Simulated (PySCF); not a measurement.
Task: Write Cartesian coordinates for 2,3-dimethylpentane (`CC[C@@H](C)C(C)C`) as optimised with PBE0-D3(BJ)/def2-SVP.

Result: 
```xyz
23
C7H16 angstrom
C      2.340   -0.292   -0.698
C      0.880    0.117   -0.826
C      0.037   -0.153    0.426
C      0.437    0.760    1.582
C     -1.483   -0.094    0.159
C     -1.969   -1.285   -0.661
C     -1.940    1.219   -0.472
H      2.858    0.265    0.097
H      2.889   -0.109   -1.634
H      2.433   -1.365   -0.463
H      0.438   -0.418   -1.683
H      0.820    1.190   -1.079
H      0.250   -1.192    0.742
H      0.278    1.821    1.332
H      1.499    0.643    1.846
H     -0.152    0.539    2.486
H     -1.967   -0.167    1.150
H     -1.690   -2.239   -0.188
H     -1.546   -1.280   -1.679
H     -3.065   -1.270   -0.767
H     -3.039    1.271   -0.509
H     -1.588    2.096    0.092
H     -1.575    1.317   -1.507
```

Any rigid rotation of these coordinates is as good. Atoms count from 1 in this order. Of the pairs four or more bonds apart, H11···H19 is among the closest relative to their van der Waals radii: 2.16 Å, 90 % of the sum of Bondi's values. The C–C distances run from 1.522 Å (C1–C2, drawn single) to 1.545 Å (C3–C5, drawn single), a spread of 0.023 Å.

Bonds between heavy atoms (Å): C1–C2 1.522, C2–C3 1.533, C3–C4 1.526, C3–C5 1.545, C5–C6 1.526, C5–C7 1.526.

Method: PySCF 2.14.0, PBE0-D3(BJ)/def2-SVP geometry optimisation, gas phase.

Point group: C1 (no symmetry element, even within 0.4 Å). Not checked by PBE0-D3(BJ)/def2-SVP frequencies. The numbers are those of one conformer (C1–C2–C3–C4 69°, C2–C3–C5–C6 71°).
